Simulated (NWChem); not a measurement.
# C2H6BO2, doublet; SMILES O([B]OC)C

```xyz
11

C      0.6148    -1.9540     0.0000
O     -0.6482    -1.3162     0.0000
B     -0.7941     0.0139     0.0000
O      0.2427     0.8754     0.0000
C      0.0874     2.2722     0.0000
H      1.4371    -1.2231     0.0000
H      0.6962    -2.5931     0.8923
H      0.6962    -2.5931    -0.8923
H      0.5734     2.6963     0.8924
H      0.5734     2.6963    -0.8924
H     -0.9748     2.5646     0.0000
```
Atoms are numbered in this order, from 1.

Results from NWChem. Spin-unrestricted. Medium grid unless said otherwise, to which SCAN and Minnesota functionals are sensitive. Structure relaxed at the PBE0/def2-SVP, spin-unrestricted level. Not confirmed as a minimum by frequencies. No stability test was run on the SCF state. Total energies of different functionals are on different scales.

```
level             energy (Ha)  highest occupied level (eV)  lowest empty minus highest occupied level, either spin (eV)  dipole (D)   <S²>
----------------  -----------  ---------------------------  -----------------------------------------------------------  ----------  -----
B3LYP/def2-SVP      -254.9378                        -5.16                                                         3.92        1.83  0.752
PBE/def2-SVP        -254.6179                        -4.15                                                         2.36        1.86  0.753
RPBE/def2-SVP       -254.9268                        -4.14                                                         2.45        1.83  0.753
BLYP/def2-SVP       -254.8428                        -3.92                                                         2.05        1.82  0.752
r2SCAN0/def2-SVP    -254.7586                        -5.81                                                         5.36        1.85  0.753
PW6B95/def2-SVP     -255.2297                            ?                                                            ?        1.84  0.752
```

**Question.** Some entries are withheld; supply them.

**Answer.** 
- PW6B95/def2-SVP, highest occupied level (eV): -5.47
- PW6B95/def2-SVP, lowest empty minus highest occupied level, either spin (eV): 4.36
